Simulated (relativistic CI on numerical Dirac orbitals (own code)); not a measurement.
Method of calculation: Dirac-Coulomb-Breit CI, separate exchange-only KLI orbitals for each configuration, QED by a radiative potential, unscaled Slater integrals (own radial code, finite nucleus).

CI space (outside the closed core [Ne]): 3s²3p⁶3d¹⁰, 3s²3p⁶3d⁹4s, 3s²3p⁶3d⁹4p, 3s²3p⁶3d⁸4s², 3s²3p⁶3d⁹4d, 3s²3p⁶3d⁸4s4p, 3s²3p⁶3d⁹5s, 3s²3p⁶3d⁸4p², 3s²3p⁶3d⁹4f, 3s²3p⁶3d⁹5p, 3s²3p⁶3d⁸4s4d, 3s²3p⁶3d⁹5d, 3s²3p⁶3d⁸4p4d, 3s²3p⁶3d⁹6s, 3s²3p⁶3d⁹5f, 3s²3p⁶3d⁹5g, 3s²3p⁵3d¹⁰4s, 3s²3p⁶3d⁹6p, 3s²3p⁶3d⁹6d, 3s²3p⁶3d⁸4d², 3s²3p⁵3d⁹4s², 3s²3p⁵3d¹⁰4p, 3s²3p⁵3d⁹4s4p, 3s²3p⁵3d⁹4p², 3s²3p⁵3d¹⁰4d, 3s²3p⁵3d⁹4s4d, 3s3p⁶3d¹⁰4s, 3s3p⁶3d⁹4s², 3s²3p⁵3d⁹4p4d, 3s²3p⁵3d¹⁰5s, 3s²3p⁵3d¹⁰4f, 3s²3p⁵3d¹⁰5p, 3s3p⁶3d¹⁰4p, 3s²3p⁵3d¹⁰5d, 3s²3p⁵3d¹⁰6s, 3s²3p⁵3d¹⁰5f. Levels of other configurations are missing.

At this charge energies of transitions that change n are usually good to better than 1 %, and those within a shell (Δn = 0) to a few per cent.

Outline of the computed level scheme of Rb X. Lowest level of each configuration: 3s²3p⁶3d¹⁰ ¹S0 at 0.000 eV; 3s²3p⁶3d⁹4s ³D3 at 102.918 eV; 3s²3p⁶3d⁹4p ³P°2 at 122.907 eV; 3s²3p⁶3d⁹4d ³S1 at 155.972 eV; 3s²3p⁶3d⁹5s ³D3 at 183.239 eV; 3s²3p⁶3d⁹4f ³P°0 at 187.110 eV.

Some strong electric-dipole decays among the lowest 45 levels: 3s²3p⁶3d⁹4p ¹P°1 → 3s²3p⁶3d¹⁰ ¹S0 (1.1e+11 s⁻¹); 3s²3p⁶3d⁹4p ³D°1 → 3s²3p⁶3d¹⁰ ¹S0 (2.9e+10 s⁻¹); 3s²3p⁶3d⁹4f ³H°6 → 3s²3p⁶3d⁹4d ³G5 (2.7e+10 s⁻¹); 3s²3p⁶3d⁹4f ³H°5 → 3s²3p⁶3d⁹4d ³G4 (2.6e+10 s⁻¹); 3s²3p⁶3d⁹4d ³G5 → 3s²3p⁶3d⁹4p ³F°4 (2.6e+10 s⁻¹); 3s²3p⁶3d⁹4d ³G4 → 3s²3p⁶3d⁹4p ³F°3 (2.6e+10 s⁻¹); 3s²3p⁶3d⁹4d ³F4 → 3s²3p⁶3d⁹4p ³F°3 (2.5e+10 s⁻¹); 3s²3p⁶3d⁹4d ³P2 → 3s²3p⁶3d⁹4p ³P°2 (2.0e+10 s⁻¹).

LS names give the leading component of a level, which can be under half, so a name can repeat, a term be missing and a line seem to break the LS rules.
